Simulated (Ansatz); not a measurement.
Question: Name a neutral molecule of B, Cl, Ge, N, O and H with LUMO energy (ωB97M-V/def2-TZVPP) between 1.30 and 1.60 eV and HOMO energy (PBE/def2-TZVPP) between -6.70 and -6.40 eV (Ansatz, PBE0-D4/def2-TZVP geometry).

Answer: `OB(Cl)[NH][GeH3]` (1.54 eV, -6.59 eV). Other molecules can fit too; these were computed, each in one conformer that needn't be the lowest.
